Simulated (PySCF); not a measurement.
CdSe, SMILES [Se]=[Cd].

Geometry optimised at PBE0-D3(BJ)/def2-TZVP. The def2 effective core potentials stand for the cores of Cd; spin–orbit coupling is left out.

These are PBE0-D3(BJ)/def2-TZVP run with PySCF values and carry that method's errors.

Frequencies are harmonic and unscaled.

Computed normal modes with their intensities:
```
mode  ν (cm⁻¹)  IR (km/mol)  Raman (Å⁴/amu)  depolarisation  moving atoms (share of kinetic energy)
----  --------  -----------  --------------  --------------  --------------------------------------
1          263          1.6            18.6            0.10                        Se 59 %, Cd 41 %
```
